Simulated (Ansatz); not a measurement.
Two isomers of C2H8OSSi: A = `C[SiH](S)CO`, B = `CSC[SiH2]O`.

Gas-phase electronic energies from Ansatz, PBE0-D4/def2-TZVP geometries. CBS: MP2 limit from def2 TZ/QZ plus the TZ coupled-cluster correction, frozen cores. Functionals use def2-TZVPP. B3LYP here is the variant with VWN-RPA as its local correlation; programs differ in this. Each species was taken in one conformer, which may not be the lowest.

(1) Which is lower in electronic energy at CCSD(T)/CBS, and by how much? (Best estimate.)

(2) Give E(B) − E(A) in kJ/mol with B2PLYP, r2SCAN-D4, PBE-D4, ωB97M-V, MP2/def2-TZVPP, CCSD/def2-TZVPP, B3LYP. (Best estimate.)

Largest T1 diagnostic: 0.011.

## Answers

(1) The calculation gave: B, by 39.1 kJ/mol.

(2) Computed: B2PLYP -37.4, r2SCAN-D4 -31.2, PBE-D4 -24.7, ωB97M-V -33.3, MP2/def2-TZVPP -41.7, CCSD/def2-TZVPP -36.1, B3LYP -33.2. None reverses the order clearly.

From PBE to PBE0 (25 % exact exchange), in def2-TZVPP and without D4, E(B) − E(A) moves by −3.1 kJ/mol.
